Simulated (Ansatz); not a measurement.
Program: Ansatz. Geometries: PBE0-D4/def2-TZVP. ΔE: electronic, gas phase. CCSD(T)/CBS is the MP2 limit (def2-TZVPP, def2-QZVPP) plus CCSD(T) − MP2 in def2-TZVPP, frozen cores. One conformer a species, not always the lowest.

Consider the ligand exchange at the Si–N bond: `FC(F)=N[SiH3]` + `OBS` → `OBS[SiH3]` + `N=C(F)F`.

| species | CCSD(T)/CBS(def2) energy (Eh) |
| --- | --- |
| `FC(F)=N[SiH3]` | -583.21240 |
| `OBS` | -499.62211 |
| `OBS[SiH3]` | -789.92150 |
| `N=C(F)F` | -292.91376 |

Question: Work out ΔE.

Answer: ΔE = (-789.92150) + (-292.91376) − (-583.21240) − (-499.62211) = -0.00075 Eh = -0.02 eV.

Largest T1 diagnostic among the species: 0.014.

Leaving LDA and LC-ωPBE aside and taking each functional with its dispersion term where it has one, the values, not all of them listed here, spread over 0.17 eV, from revPBE-D4 to CAM-B3LYP-D4. The D4 term adds −0.04 eV with B3LYP and −0.02 eV with PBE0; it sums over pairs of atoms, weighted by their polarisabilities, and B3LYP, whose exchange is more repulsive, gets the larger term.

B3LYP here is the variant with VWN-RPA as its local correlation; programs differ in this.
